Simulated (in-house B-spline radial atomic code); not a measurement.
Results of a calculation; reference values are marked as such.
Work function and surface energy of Be in the stabilised jellium model

The positive ions are smeared into a uniform slab; the electrons are solved self-consistently in the LDA (PW92) on a fine grid across the film. Stabilised jellium adds, inside the slab, the constant potential −n de/dn that makes the bulk stable at the metal's density. No lattice, so no dependence on crystal face. Atomic units unless named. The numbers below are for the stabilised model.

Be: 2 valence electrons per atom, density 1.85 g/cm³, mass 9.01 u, so r_s = 1.87 bohr. Thick-film values are averages over eight films of 5 to 5.44 Fermi wavelengths, one period of the size oscillation.

Across the edge of the background of the film of 5 Fermi wavelengths (z = 0, vacuum at z > 0):

```json
{"z (bohr)": "-6.12", "n/n_bulk": "0.991", "V − E_F (hartree)": "-0.5269"}
{"z (bohr)": "-4.59", "n/n_bulk": "1.012", "V − E_F (hartree)": "-0.5274"}
{"z (bohr)": "-3.06", "n/n_bulk": "0.9802", "V − E_F (hartree)": "-0.5257"}
{"z (bohr)": "-2.14", "n/n_bulk": "1.022", "V − E_F (hartree)": "-0.5258"}
{"z (bohr)": "-1.22", "n/n_bulk": "0.9539", "V − E_F (hartree)": "-0.5181"}
{"z (bohr)": "-0.61", "n/n_bulk": "0.7351", "V − E_F (hartree)": "-0.4804"}
{"z (bohr)": "0.0", "n/n_bulk": "0.4339", "V − E_F (hartree)": "-0.3125"}
{"z (bohr)": "0.61", "n/n_bulk": "0.2074", "V − E_F (hartree)": "-0.1269"}
{"z (bohr)": "1.22", "n/n_bulk": "0.09175", "V − E_F (hartree)": "-0.04711"}
{"z (bohr)": "2.14", "n/n_bulk": "0.02499", "V − E_F (hartree)": "0.02741"}
{"z (bohr)": "3.06", "n/n_bulk": "0.006569", "V − E_F (hartree)": "0.07246"}
{"z (bohr)": "4.59", "n/n_bulk": "0.0007009", "V − E_F (hartree)": "0.1147"}
```

**Question.** The electrons that spill out make a dipole barrier Δφ = 5.061 eV. Assemble the work function.

**Answer.** k_F = 1.91916/1.87 = 1.0263, so k_F²/2 = 14.33 eV, and the LDA gives v_xc = -10.33 eV in the bulk; the stabilising potential is -3.324 eV. Measured from the bulk electrostatic potential the Fermi level lies at 14.33 + (-10.33) + (-3.324) = 0.676 eV, so Φ = Δφ − that = 5.061 − (0.676) = 4.38 eV; the films' Fermi levels give 4.39 eV. Measurement gives 4.98 eV (table in Wikipedia's article on work functions); the other model gives 3.82 eV.

**Question.** The surface energy has the parts (J/m²): kinetic -5.738, exchange-correlation 3.488, electrostatic 0.961, stabilising term 2.379. What is the total, and what does its sign mean?

**Answer.** The sum is 1.090 J/m². The kinetic part is negative since spilling out relaxes the electrons, while exchange-correlation and electrostatics cost energy, and the stabilising term adds 2.379. A positive total means that making surface costs energy; the other model gives -1.561 J/m².

**Question.** What barrier would the Schottky-Mott rule give for electrons at a contact to n-type Si, whose electron affinity is 4.05 eV (NSM archive of the Ioffe Institute)?

**Answer.** Φ_B = Φ − χ is 4.39 − 4.05 = +0.34 eV with the model's value and 4.98 − 4.05 = +0.93 eV with the measured one (the middle, for a range); a negative value would mean an ohmic contact. Real barriers on covalent semiconductors follow the metal only weakly, since states induced in the gap pin the Fermi level.
